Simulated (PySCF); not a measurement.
Electron correlation in Se²⁺ (selenium, charge +2)

[Ar] 3d10 4s2 4p2, high-spin 3P determinant. Computed with PySCF 2.14 in aug-cc-pVDZ-PP with ECP10MDF (5s4p3d, 32 functions), with scalar relativity through the core potential. Frozen: 3s2 3p6 3d10; 4 electrons correlated.

MP2 pair energies summed by pair of shells (mhartree):

```
 pair  energy  share (%)
4s-4p  -26.81       60.9
4s-4s  -12.80       29.1
4p-4p   -4.41       10.0
```

Total MP2 correlation energy: -44.02 mhartree.

Same-spin part -7.01 and opposite-spin part -37.01 mhartree; SCS-MP2 scales them by 1/3 and 6/5 to -46.75 mhartree.

```csv
level,correlation energy (mhartree)
CCSD,-60.52
(T),-0.60
CCSD(T),-61.12
```

Diagnostics: T1 = 0.0060, D1 = 0.0164, largest double amplitude 0.095.

**Question.** Is a single reference adequate?

**Answer.** Mostly. T1 lies below 0.03, but a double amplitude of this size points to a near-degeneracy that CCSD handles and MP2 describes poorly.
